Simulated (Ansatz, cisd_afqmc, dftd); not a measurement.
Species: CH6SSi, charge 0, singlet. CH6SSi (SMILES CS[SiH3]).
B3LYP-D3(BJ)/def2-TZVP minimum from Ansatz (a first-principles code):
```
S
C 1 1.8330
H 2 1.0880 1 106.71
H 2 1.0885 3 109.06 1 119.89
H 2 1.0885 3 109.06 4 120.22
Si 1 2.1356 2 99.41 3 -180.00
H 6 1.4783 1 106.28 2 -180.00
H 6 1.4830 7 110.20 1 -120.50
H 6 1.4830 7 110.20 8 -119.01
```
Charge 0, spin multiplicity 1.

Quantity: atomisation energy (electronic, to ground-state atoms), in kJ/mol. Radicals and triplets start from unrestricted determinants; spin-orbit coupling is neglected. Correlated methods leave the cores frozen. Rows without X2C or -DK are non-relativistic. The Monte Carlo rows (phaseless AFQMC, CISD trial, step 0.005/hartree) carry one-sigma bars that omit the constraint's bias. Outlying blocks are dropped, and bars are widened where a walk drifts. Over all cases where full CI ran beside it in this data, AFQMC minus full CI had a median of +0.1 mEh and passed +0.4 mEh in a tenth of the cases. CBS(X,Y): correlation extrapolated as X^-3, Hartree-Fock from the larger set. A bracket is a step between two methods taken in the basis named. The functionals are non-relativistic, so their misses hold any scalar relativity. 'core' is core correlation in cc-pwCVTZ (1s frozen past Ne), 'X2C' scalar relativity in cc-pVTZ-DK, both at CCSD(T). Where a partner has so few electrons that a lower coupled-cluster level is exact, that level stands in.

```csv
level,program,atomisation energy (kJ/mol),difference against the last row
r2SCAN/def2-TZVPD,Ansatz,2915.7,-11.6
B3LYP-D3(BJ)/def2-TZVPD,Ansatz + dftd3,2919.7,-7.6
B3LYP-D4/def2-TZVPD,Ansatz + dftd4,2914.4,-12.9
PBE0-D3(BJ)/def2-TZVPD,Ansatz + dftd3,2906.6,-20.7
r2SCANh/def2-TZVPD,Ansatz,2906.0,-21.3
CAM-B3LYP-D4/def2-TZVPD,Ansatz + dftd4,2918.0,-9.3
MP2/cc-pV(T+d)Z,Ansatz,2843.4,-83.9
CCSD/cc-pV(T+d)Z,Ansatz,2812.8,-114.5
"CCSD/CBS(cc-pV(T+d)Z,cc-pV(Q+d)Z)",Ansatz,2888.9,-38.4
CCSD(T)/cc-pV(D+d)Z,Ansatz,2696.7,-230.6
CCSD(T)/cc-pV(Q+d)Z,Ansatz,2893.6,-33.7
CCSDT(Q)/cc-pV(D+d)Z,Ansatz,2698.6,-228.7
AFQMC/CISD/cc-pV(D+d)Z,cisd_afqmc,2698.7 ± 1.2,-228.6
"CCSD(T)/CBS(cc-pV(T+d)Z,cc-pV(Q+d)Z) + [AFQMC/CISD - CCSD(T)]/cc-pV(D+d)Z + core + X2C",Ansatz + cisd_afqmc,2927.4 ± 1.2,0.1
"CCSD(T)/CBS(cc-pV(T+d)Z,cc-pV(Q+d)Z) + [CCSDT(Q) - CCSD(T)]/cc-pV(D+d)Z + core + X2C",Ansatz,2927.3,0.0
```
